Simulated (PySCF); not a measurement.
BiH₃, SMILES [BiH3].

Geometry: B3LYP-D3(BJ)/def2-TZVPD. The def2 effective core potentials stand for the cores of Bi; spin–orbit coupling is left out.

The numbers are results of PBE/def2-TZVPD in PySCF, not measurements.

Symmetry labels are those of the subgroup Cs that the program uses (full group C3v).

Computed valence orbital energies around the gap with their symmetry:
```json
[
 {"orbital": "HOMO−7", "symmetry": "A\"", "energy (eV)": "-26.76"},
 {"orbital": "HOMO−6", "symmetry": "A\"", "energy (eV)": "-26.63"},
 {"orbital": "HOMO−5", "symmetry": "A'", "energy (eV)": "-26.63"},
 {"orbital": "HOMO−4", "symmetry": "A'", "energy (eV)": "-26.56"},
 {"orbital": "HOMO−3", "symmetry": "A'", "energy (eV)": "-15.40"},
 {"orbital": "HOMO−2", "symmetry": "A'", "energy (eV)": "-7.89"},
 {"orbital": "HOMO−1", "symmetry": "A\"", "energy (eV)": "-7.89"},
 {"orbital": "HOMO", "symmetry": "A'", "energy (eV)": "-6.70"},
 {"orbital": "LUMO", "symmetry": "A'", "energy (eV)": "-1.00"},
 {"orbital": "LUMO+1", "symmetry": "A'", "energy (eV)": "-0.97"},
 {"orbital": "LUMO+2", "symmetry": "A\"", "energy (eV)": "-0.97"},
 {"orbital": "LUMO+3", "symmetry": "A'", "energy (eV)": "1.41"}
]
```
